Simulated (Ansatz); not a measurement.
A first, cheap relaxation of CH5FNSi (`[CH2][SiH](N)F`) radical.

```yaml
crystal:
  periodic: [false, false, false]
  atoms:
    - {symbol: C, position_ang: [-0.573300, 1.243400, -0.501400]}
    - {symbol: Si, position_ang: [0.456600, -0.120500, -0.296400]}
    - {symbol: N, position_ang: [0.099400, -0.816300, 1.194100]}
    - {symbol: F, position_ang: [0.158000, -1.226400, -1.373700]}
    - {symbol: H, position_ang: [-1.233400, 1.346200, -1.417000]}
    - {symbol: H, position_ang: [-0.647500, 2.079700, 0.236500]}
    - {symbol: H, position_ang: [1.921900, 0.216100, -0.359000]}
    - {symbol: H, position_ang: [0.733600, -1.643800, 1.271600]}
    - {symbol: H, position_ang: [-0.826900, -1.124700, 1.228200]}
basis:
  gaussian: {orbitals: def2-SVP}
magnetization: {spin_polarized: true, initial_magnetization: 1}
hamiltonian: {xc: pbe, dispersion: d4}
relax: {f_tol: 0.03, max_steps: 200}
```

```sh
$ ansatz run in.yaml --threads 4 --pin off --events-out ev --progress --plain --max-ram 10444MiB
```

Output, abridged:

```
Functional definition: PBE
mean field -13186.50516687 eV, -484.5951267481 hartree, gradient 6.3e-6 eV, S^2 0.752954; 0 other end points of the search recorded, 0 dependent functions left out
relax step   1: F+E_penalty+E_count = -13186.66405220 eV  Δ(F+E_penalty+E_count) = +0.000e0 eV  max|allowed force component| = 3.020e0 eV/Å  Δτ_max = 0.0000 Å  (30 SCF iters, accepted)
mean field -13186.96706189 eV, -484.6121010773 hartree, gradient 1.6e-5 eV, S^2 0.752995; 0 other end points of the search recorded, 0 dependent functions left out
relax step   2: F+E_penalty+E_count = -13187.12335421 eV  Δ(F+E_penalty+E_count) = -4.593e-1 eV  max|allowed force component| = 1.348e0 eV/Å  Δτ_max = 0.1053 Å  (31 SCF iters, accepted)
mean field -13187.11275201 eV, -484.6174550902 hartree, gradient 2.1e-5 eV, S^2 0.753107; 0 other end points of the search recorded, 0 dependent functions left out
relax step   3: F+E_penalty+E_count = -13187.26663362 eV  Δ(F+E_penalty+E_count) = -1.433e-1 eV  max|allowed force component| = 2.906e-1 eV/Å  Δτ_max = 0.1320 Å  (30 SCF iters, accepted)
mean field -13187.12196382 eV, -484.6177936182 hartree, gradient 2.4e-5 eV, S^2 0.753090; 0 other end points of the search recorded, 0 dependent functions left out
relax step   4: F+E_penalty+E_count = -13187.27644555 eV  Δ(F+E_penalty+E_count) = -9.812e-3 eV  max|allowed force component| = 2.941e-1 eV/Å  Δτ_max = 0.0964 Å  (30 SCF iters, accepted)
mean field -13187.13489180 eV, -484.6182687126 hartree, gradient 1.8e-5 eV, S^2 0.753116; 0 other end points of the search recorded, 0 dependent functions left out
relax step   5: F+E_penalty+E_count = -13187.28919174 eV  Δ(F+E_penalty+E_count) = -1.275e-2 eV  max|allowed force component| = 1.533e-1 eV/Å  Δτ_max = 0.0435 Å  (30 SCF iters, accepted)
mean field -13187.13751602 eV, -484.6183651509 hartree, gradient 2.4e-5 eV, S^2 0.753091; 0 other end points of the search recorded, 0 dependent functions left out
relax step   6: F+E_penalty+E_count = -13187.29193830 eV  Δ(F+E_penalty+E_count) = -2.747e-3 eV  max|allowed force component| = 1.355e-1 eV/Å  Δτ_max = 0.1006 Å  (29 SCF iters, accepted)
mean field -13187.13927000 eV, -484.6184296085 hartree, gradient 2.2e-5 eV, S^2 0.753108; 0 other end points of the search recorded, 0 dependent functions left out
relax step   7: F+E_penalty+E_count = -13187.29375368 eV  Δ(F+E_penalty+E_count) = -1.815e-3 eV  max|allowed force component| = 6.859e-2 eV/Å  Δτ_max = 0.0641 Å  (30 SCF iters, accepted)
mean field -13187.13951194 eV, -484.6184384995 hartree, gradient 1.5e-5 eV, S^2 0.753102; 0 other end points of the search recorded, 0 dependent functions left out
relax step   8: F+E_penalty+E_count = -13187.29403054 eV  Δ(F+E_penalty+E_count) = -2.769e-4 eV  max|allowed force component| = 1.794e-2 eV/Å  Δτ_max = 0.0417 Å  (30 SCF iters, accepted)
mean field -13187.13951194 eV, -484.6184384995 hartree, gradient 1.5e-5 eV, S^2 0.753102; 1 other end points of the search recorded, 0 dependent functions left out
Total energy: -13187.29406427 eV, -484.6241181929 hartree
Atom 0 at    -0.646129     1.287223    -0.549940 Å, force     0.008215     0.003145     0.001638 eV/Å
Atom 1 at     0.449451    -0.189909    -0.357985 Å, force    -0.015399     0.015028    -0.001711 eV/Å
Atom 2 at     0.160405    -0.905561     1.186232 Å, force     0.017941     0.000603    -0.007638 eV/Å
Atom 3 at     0.136957    -1.176378    -1.645234 Å, force     0.004036     0.000098    -0.001966 eV/Å
Atom 4 at    -1.004989     1.631898    -1.535001 Å, force    -0.000573    -0.003603    -0.002032 eV/Å
Atom 5 at    -0.930968     1.929389     0.301276 Å, force     0.000970    -0.007688    -0.000582 eV/Å
Atom 6 at     1.922084     0.098419    -0.437199 Å, force    -0.006376    -0.004054     0.002299 eV/Å
Atom 7 at     0.800477    -1.622668     1.536289 Å, force    -0.007844    -0.002521     0.006506 eV/Å
Atom 8 at    -0.798888    -1.098714     1.484462 Å, force    -0.000969    -0.001008     0.003487 eV/Å
Dipole moment:    -0.123855     0.021616     0.356335 e Å
```

Run time 12 s (4 threads of an Arm Neoverse V1 on a shared host); peak host memory 0.17 GiB.
